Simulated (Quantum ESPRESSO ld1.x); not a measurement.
Values are calculated unless marked as measured or tabulated.
All-electron atom: V in [Ar] 3d4 4f1 (not the ground configuration).

Level of theory: non-relativistic Kohn-Sham, LDA (Slater exchange, Perdew-Zunger correlation), spin-unpolarised, spherical densities, point nucleus (ld1.x of Quantum ESPRESSO 7.5).

Energy parts (Ry):
| part | energy |
|---|---|
| total | -1882.8814 |
| kinetic | 1880.3079 |
| electron-nucleus | -4465.6036 |
| Hartree | 788.2574 |
| exchange-correlation | -85.8431 |

Orbitals (lengths in bohr, moments of r in powers of bohr):
| orbital | occ. | eigenvalue (Ry) | <1/r> | <r^4> |
|---|---|---|---|---|
| 1s | 2 | -390.546 | 22.48 | 0.00009366 |
| 2s | 2 | -43.6657 | 4.724 | 0.02313 |
| 2p | 6 | -36.9117 | 4.673 | 0.01790 |
| 3s | 2 | -5.14258 | 1.460 | 1.906 |
| 3p | 6 | -3.32218 | 1.332 | 2.864 |
| 3d | 4 | -0.55908 | 0.9127 | 29.32 |
| 4f | 1 | -0.03224 | 0.06306 | 150700 |

The highest occupied level is 4f at -0.439 eV. Summed over all electrons, <r^2> = 355.9 bohr^2, which gives a Langevin (diamagnetic) susceptibility term of -282 x 10^-6 cm^3/mol. The density falls to 0.001 e/bohr^3 at r = 3.67 bohr.
